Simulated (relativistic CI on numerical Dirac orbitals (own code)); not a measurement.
**d1 to d9 in one octahedral field**

Computed with a parametric ligand-field model without spin-orbit coupling, by exact diagonalisation: B = 560, C = 2370, 10Dq = 22000 cm⁻¹ (Oh; |10Dq|/B = 39.3) for every shell. Energies in cm⁻¹; the field energy is (0.6 n_e − 0.4 n_t2) × 10Dq of the ground term; g labels are left out.

```
Shell  Ground term  Electrons in e  Field energy  First spin-allowed bands  Lowest term of other spin
   d1          2T2           0.000         -8800                  2E 22000                           
   d2          3T1           0.015        -17275      3T2 20731, 3T1 27863                   1T2 8337
   d3          4A2           0.000        -26400      4T2 22000, 4T1 28079                   2E 11427
   d4          3T1           0.023        -34694       3E 19815, 3T1 20412                   1T2 6948
   d5          2T2           0.042        -43072      2A2 19077, 2T1 19274                  4T1 10815
   d6          1A1           0.032        -52101      1T1 20374, 1T2 28027                  3T1 15318
   d7           2E           1.022        -39109      2T1 20236, 2T2 20792                  4T1 10540
   d8          3A2           2.000        -26400      3T2 22000, 3T1 28079                    1E 9136
   d9           2E           3.000        -13200                 2T2 22000
```

Low spin: d4, d5, d6, d7; the other shells keep the spin of the free ion. Only d4 to d7 can choose; the field needed to pair spins is smallest for d6 and largest for d5, which loses most exchange energy. In the strong-field picture 10Dq must exceed about 6B + 5C = 15210 (d4), 7.5B + 5C = 16050 (d5), 2.5B + 4C = 10880 (d6) and 4B + 4C = 11720 (d7); mixing of terms shifts these bounds somewhat.
